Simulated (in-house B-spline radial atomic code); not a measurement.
# Ionising Cd5+ with different functionals

Computed with an all-electron radial atomic-structure program (B-spline basis): non-relativistic Hamiltonian, point nucleus, spin-polarised at highest spin, spherical fractional occupations for the functionals, the average over the highest-spin determinants for Hartree-Fock. The ionisation energy is the difference of two self-consistent energies, [Kr] 4d7 → [Kr] 4d6, without Breit or QED terms; ε is the level of the shell that loses the electron (its least bound occupied spin orbital). There is no spin-orbit coupling in this Hamiltonian.

Hybrids are left out here: with spherical fractional occupations of an open shell their exact exchange keeps a self-interaction that integer-occupation calculations don't have.

```tsv
method	rung	ΔSCF (eV)	-ε(4d) (eV)
Hartree-Fock	Hartree-Fock	86.71	88.08
LDA VWN5	LDA	?	?
LDA PW92	LDA	89.00	79.94
LDA exchange-only	LDA	86.82	77.84
PBE	GGA	88.64	79.61
PBEsol	GGA	88.64	79.60
BLYP	GGA	88.50	79.45
RPBE	GGA	88.58	79.55
PW91	GGA	88.76	79.72
BP86	GGA	88.76	79.71
AM05	GGA	88.71	79.66
OLYP	GGA	88.90	79.84
TPSS	meta-GGA	88.48	79.47
SCAN	meta-GGA	88.25	79.38
r2SCAN	meta-GGA	?	?
M06-L	meta-GGA	88.37	79.43
revTPSS	meta-GGA	88.40	79.39
```

Task: What does LDA VWN5 give?

Result: ΔSCF 89.01 eV, and -ε(4d) = 79.94 eV.

Task: What does r2SCAN give?

Result: ΔSCF 88.26 eV, and -ε(4d) = 79.40 eV.

Task: How do they compare with the NIST value?

Result: NIST lists 87 eV ± 2 (tabulated theory, ground level to ground level). Errors run from -0.29 to +2.01 eV; all lie within about twice that uncertainty, so the table can't rank the methods. Hartree-Fock also lacks correlation.
